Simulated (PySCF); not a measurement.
# Gallium: a sound run and one with changed settings

Sound run: Ga [Ar] 3d10 4s2 4p1, Ga⁺ [Ar] 3d10 4s2. Calculation: PySCF 2.14, in aug-cc-pVDZ-PP with ECP10MDF (5s4p3d, 32 functions); scalar relativity through the core potential. In the sound run the correlated levels freeze 3s2 3p6 3d10 outside the core potential. The sound run starts from symmetry-adapted Hartree-Fock orbitals and uses a fine grid where one is needed.

A second run was set up differently.

```tsv
species	method	sound run (hartree)	changed run (hartree)	converged
Ga	MP2	-258.32013	-258.34469	yes
Ga⁺	MP2	-258.11164	-258.13454	yes
```

Ionisation energy of Ga:

```csv
method,sound run (eV),changed run (eV)
UHF,5.521,5.521
MP2,5.673,5.718
SCS-MP2,5.651,5.676
```

Question: What was changed?
A. a valence shell is frozen
B. too few SCF iterations
C. all electrons correlated in a valence basis
D. minimal basis

Answer: C. A valence basis has no tight correlating functions, so it recovers only part of the core correlation, and not evenly between atom and ion.
